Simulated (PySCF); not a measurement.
Harmonic spectrum computed at PBE0 in the def2-SVP basis family (core potentials from Rb on, PySCF, no spin–orbit coupling):

```csv
ω (cm⁻¹),"IR (km/mol, summed over degenerate members)",degeneracy
57,11.2,2
369,0.0,1
384,116,1
```

Task: Which molecule gave it? In each, all ligands are bound to the one heavy central atom.
A. RuCl₂ (quintet)
B. TcCl₂ (sextet)
C. AuCl₂ (doublet)
D. ReCl₂ (sextet)
E. IrCl₂ (quartet)

Result: D. It has D∞h symmetry with Re–Cl 2.309 Å (×2).
